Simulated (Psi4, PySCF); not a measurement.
Input for Psi4:
```
memory 2 GB

molecule {
0 1
  C    -0.18079014   -1.61580414    0.00036893
  C     0.56661727   -0.51823197   -0.00249564
  C     0.00984574    0.77832356    0.00014554
  H    -1.25731398   -1.56538366    0.00488629
  H     0.26122400   -2.59764951   -0.00171648
  H     1.64864793   -0.55402136   -0.00703253
  N    -0.43237074    1.83590426    0.00224997
}

set basis 6-31g**
set scf_type pk
set puream true
set d_convergence 1e-8

energy('scf')
print_variables()
```

### Question
Convert this to an input for PySCF.

### Answer
Several could match; the one computed here: 
```python
from pyscf import gto, scf

mol = gto.Mole()
mol.atom = '''
    C    -0.18079014   -1.61580414    0.00036893
    C     0.56661727   -0.51823197   -0.00249564
    C     0.00984574    0.77832356    0.00014554
    H    -1.25731398   -1.56538366    0.00488629
    H     0.26122400   -2.59764951   -0.00171648
    H     1.64864793   -0.55402136   -0.00703253
    N    -0.43237074    1.83590426    0.00224997
'''
mol.basis = '6-31g**'
mol.verbose = 4
mol.build()

mf = scf.RHF(mol)
mf.kernel()
```

Both were run: Psi4 gave -169.771633 Eh and PySCF -169.771633 Eh, 0.000 mEh apart.
